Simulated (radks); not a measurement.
Values are calculated unless marked as measured or tabulated.
Effect of the nuclear size on neutral iodine, [Kr] 4d10 5s2 5p5. Code: a radial shooting solver on a logarithmic mesh with Libxc functionals. Model: Dirac Kohn-Sham, exchange-only LDA, spin-unpolarised, spherical densities, finite nucleus; open shells are shared between the two j in proportion to 2j + 1; Fermi nuclear charge, rms radius 4.75 fm. The rms radius is varied about that value; shifts are against it.

rms radius (fm)  total energy shift (eV)  density at nucleus (e/bohr^3)  1s1/2 shift (meV)  2s1/2 shift (meV)  4p1/2 shift (meV)  5s1/2 shift (meV)
4.1325                             -1.43                       2.54e+05               -600              -70.4              0.209             -0.368
4.3558                            -0.935                      2.517e+05               -391              -45.9              0.136             -0.240
4.75                                   0                       2.48e+05              0.000              0.000              0.000              0.000
4.8972                             0.366                      2.467e+05                153               18.0             -0.053              0.094
5.3152                              1.46                      2.432e+05                610               71.5             -0.212              0.373

Slopes of the eigenvalues against <r^2> in GHz/fm^2, as finite differences over the two radii next to the reference (eigenvalue slopes, not the field-shift constants of lines): 1s1/2 26300, 2s1/2 3080, 4p1/2 -9.16, 5s1/2 16.1.
